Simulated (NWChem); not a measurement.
# stibine (SbH3); SMILES [SbH3]

Program: NWChem. All runs use the structure optimised with PBE0-D3(BJ)/def2-TZVP. def2 effective core potentials on Sb; no spin-orbit coupling. Level TPSS/def2-SVP: energy and gradient; each run changes one setting, and changes count from the defaults (medium grid, exact Coulomb integrals, symmetry on).

```
setting                              size of the energy change (μHa)  largest change of a gradient component (μHa/bohr)
-----------------------------------  -------------------------------  -------------------------------------------------
defaults                                                        < 10                                               < 30
tight SCF thresholds and tolerances                             < 10                                               < 30
coarse grid                                                      300                                               1000
Becke weights                                                     10                                                500
Coulomb fitting, Weigend set                                     200                                                 80
```
